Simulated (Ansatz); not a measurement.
One geometry of (AgOH)2 ring (Ag₂O₂H₂), several levels of theory.

```yaml
crystal:
  periodic: [false, false, false]
  atoms:
    - {symbol: Ag, position_ang: [1.304340, 0.242023, 0.499571]}
    - {symbol: O, position_ang: [-0.327705, 1.739214, 0.148240]}
    - {symbol: Ag, position_ang: [-1.398058, -0.216635, -0.089226]}
    - {symbol: O, position_ang: [0.184665, -1.700455, 0.478096]}
    - {symbol: H, position_ang: [-0.207505, 2.155806, -0.728160]}
    - {symbol: H, position_ang: [0.444274, -2.219963, -0.308532]}
basis:
  gaussian: {orbitals: def2-TZVP, initial_orbitals: start.molden}
magnetization: {spin_polarized: true, initial_magnetization: 2}
hamiltonian: {xc: r2scan, dispersion: d4}
scf: {omitted_lower_state_checks: [starts]}
output: {orbitals: {seedname: orbitals}}
```

The file start.molden holds the orbitals of an earlier run on this structure, at another level or in another basis.

```sh
$ ansatz run in.yaml --threads 4 --pin off --events-out ev --progress --plain --max-ram 3916MiB
```

Output, abridged:

```
Functional definition: r2SCAN
1096 factors; their error is unknown
mean field evaluation 1: about -12127.0321 eV, gradient 3.7e0 eV
mean field evaluation 2: about -12127.1068 eV, gradient 1.2e-1 eV
mean field evaluation 4: about -12127.1072 eV, gradient 1.6e-3 eV
mean field evaluation 8: about -12127.1072 eV, gradient 5.3e-5 eV
mean field -12127.10721477 eV, -445.6629700944 hartree, gradient 6.8e-6 eV, S^2 2.010605; 0 other end points of the search recorded, 0 dependent functions left out
reference -12127.10724366 eV, -445.6629711559 hartree; 29, 27 occupied and 125, 127 virtual orbitals, 1096 factors
Total energy: -12127.14135921 eV, -445.6642248794 hartree
Checks for a lower state left out: starts
```

It took 6.5 s on 4 threads of Arm Neoverse V1 on a shared host.

First input, but with `hamiltonian: {xc: pbe, dispersion: d4}` (abridged; 2.6 s):

```
Functional definition: PBE
mean field -12122.96386106 eV, -445.5107046540 hartree, gradient 1.9e-5 eV, S^2 2.003888
Total energy: -12123.12738802 eV, -445.5167141590 hartree
Checks for a lower state left out: starts
```

As the first input, with `gaussian: {orbitals: def2-TZVP}`, `hamiltonian: {xc: pbe0, dispersion: d4}` (abridged; 6 s):

```
Functional definition: PBE0
mean field evaluation 16: about -12121.0772 eV, gradient 8.6e-4 eV
mean field -12121.07720138 eV, -445.4413711894 hartree, gradient 1.2e-5 eV, S^2 2.013275
Total energy: -12121.21436511 eV, -445.4464118634 hartree
Checks for a lower state left out: starts
```

Geometry: PBE-D4/def2-SVP, that of the neutral singlet.

In the def2 sets Ag takes a core potential; there is no spin–orbit coupling. At PBE0-D4/def2-TZVP a singlet of charge 0 lies 2.28 eV below the triplet at the same geometry.
